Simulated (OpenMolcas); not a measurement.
Cr3+ among 6 point charges of -1.5 e arranged as a trigonal prism (D3h), 1.82 Å from the ion, with a polar angle of 61.9° against the regular 49.1°.

| Item | Value |
| --- | --- |
| Program | OpenMolcas 26.06 |
| Method | CASSCF |
| Basis | ANO-RCC-VDZP [5s4p2d1f] |
| Scalar Hamiltonian | DKH2, point nucleus |
| Active space | 3 electrons in 5 orbitals (3d) |
| State averaging | 2S+1 = 4 even, 10 roots; 2S+1 = 2 even, 40 roots |
| Spin-orbit coupling | RASSI with atomic mean-field integrals over the reference wave functions |

(1) What is the spin-free ground state?

(2) Where is the first state of the same spin?

(3) What are the lowest two levels with spin-orbit coupling?

(4) What is χT at 300 K, and how does it compare with the textbook value?

Answers

(1) A state of multiplicity 4, 2-fold in its orbital part, 100 % from free-ion F terms; it has the highest spin that d3 allows.

(2) 4A2 at 1370 cm-1 above the ground state.

(3) A 2-fold level E3/2 with g = 0.00, 0.00, 0.04, then a 2-fold level E1/2 299.6 cm-1 above it. Their leading multiplicities are 4 (100 %) and 4 (100 %).

(4) The lowest level has 2S+1 = 4, for which the spin-only value is χT = S(S+1) / 2 = 1.875 cm3 K/mol (g = 2). The computed 1.040 at 300 K differs by -0.835, through orbital momentum, spin-orbit coupling and any other state in reach.

An orbital doublet at a regular site is open to a Jahn-Teller distortion, which this geometry leaves out. Without dynamic correlation the repulsion within the d shell is too large (B by tens of per cent), so at a given field states of lower spin stand too high. The ground term spreads over less than 5000 cm-1, several times less than with real ligands, so orbital moments are less quenched and χT lies further from the spin-only value than at real sites. Point charges carry no covalency, so the field is a model and not that of real ligands. An unlabelled pair can be two single states that coincide in this model. No measured value stands beside these numbers.
